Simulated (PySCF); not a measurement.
Compound: C₇H₁₂.
SMILES with atom numbers: `[CH2:1]=[C:2]([CH3:3])/[C:4]([CH3:5])=[CH:6]/[CH3:7]` (hydrogens: H8, H9 on C1; H10, H11, H12 on C3; H13, H14, H15 on C5; H16 on C6; H17, H18, H19 on C7)

Computed by this run: PBE0-D3(BJ)/def2-SVP geometry optimisation, gas phase in PySCF 2.14.0; density fitting, grid level 2; the optimiser is geomeTRIC in internal coordinates, started from a GFN2-xTB structure.

Step 0: E = -7439.9399 eV
```
atom  x, y, z in Å  |  force x, y, z in eV/Å
C1     -1.3796   -0.3592    1.9050   -0.062   0.040   0.236
C2     -1.0837   -0.3333    0.6064   -0.147  -0.129  -0.696
C3     -2.0896   -0.8230   -0.3979    0.300   0.119   0.397
C4      0.2126    0.1486    0.1083   -0.021   0.260   0.627
C5      1.0503    0.9653    1.0533   -0.248  -0.308  -0.418
C6      0.6443   -0.1438   -1.1227    0.473   0.148  -0.384
C7      1.9634    0.2701   -1.6983   -0.458  -0.165   0.205
H8     -0.6936   -0.0447    2.6707    0.453   0.220   0.402
H9     -2.3319   -0.7244    2.2522   -0.544  -0.199   0.140
H10    -3.0520   -0.9827    0.0816   -0.369  -0.099   0.129
H11    -1.7682   -1.7681   -0.8341    0.085  -0.356  -0.266
H12    -2.2138   -0.1005   -1.2022   -0.076   0.222  -0.359
H13     0.4266    1.6624    1.6086   -0.168   0.270   0.251
H14     1.5583    0.3177    1.7679    0.228  -0.179   0.356
H15     1.8043    1.5304    0.5141    0.335   0.231  -0.125
H16     0.0282   -0.7399   -1.7779   -0.423  -0.301  -0.229
H17     2.0340    1.3559   -1.7751    0.123   0.415  -0.062
H18     2.7880   -0.0737   -1.0743    0.397  -0.079   0.171
H19     2.0926   -0.1479   -2.6931    0.124  -0.112  -0.376
```

**Question.** Estimate the geometry and energy of step 1. (The exact step hangs on the optimiser's Hessian estimate; all steps are aligned on step 0, rigid shifts and turns removed.)

**Answer.** E = -7440.0200 eV, largest force 0.125 eV/Å
```
atom  x, y, z in Å  |  force x, y, z in eV/Å
C1     -1.4369   -0.2630    1.9030   -0.017  -0.011   0.041
C2     -1.0976   -0.3251    0.6022    0.038  -0.003   0.081
C3     -2.0646   -0.9014   -0.3917   -0.062   0.009  -0.071
C4      0.2177    0.1521    0.1251    0.036  -0.067  -0.082
C5      1.0980    0.8917    1.0903    0.018   0.057   0.051
C6      0.6256   -0.0889   -1.1398   -0.109  -0.058   0.013
C7      1.9419    0.3101   -1.7281    0.090   0.035  -0.025
H8     -0.7612    0.1193    2.6713   -0.022   0.027  -0.034
H9     -2.4130   -0.6196    2.2447    0.030   0.003  -0.011
H10    -3.0318   -1.1135    0.0852    0.026  -0.006  -0.011
H11    -1.6934   -1.8441   -0.8284    0.021   0.042   0.014
H12    -2.2395   -0.2038   -1.2274   -0.008  -0.038   0.015
H13     0.5241    1.6525    1.6424    0.032  -0.011  -0.005
H14     1.5442    0.2150    1.8403   -0.044   0.007  -0.020
H15     1.9226    1.4039    0.5768   -0.011  -0.025   0.024
H16    -0.0483   -0.6398   -1.8037    0.013   0.042   0.029
H17     2.0394    1.4077   -1.8120    0.005  -0.036  -0.007
H18     2.7937   -0.0385   -1.1195   -0.026   0.016  -0.025
H19     2.0693   -0.1053   -2.7381   -0.009   0.018   0.023
```

The energy changes by -0.0801 eV. The first-order estimate −F·Δx gives -0.1416 eV and the mean of the old and new forces, exact on a quadratic surface, -0.0742 eV. The step makes an angle of 82° with the force vector and moves no atom by more than 0.184 Å.

The cost below is that of the whole optimisation. Hardware: AMD EPYC 9R45, one thread (shared host). Cost: 71 s, 0.76 GiB resident at most.
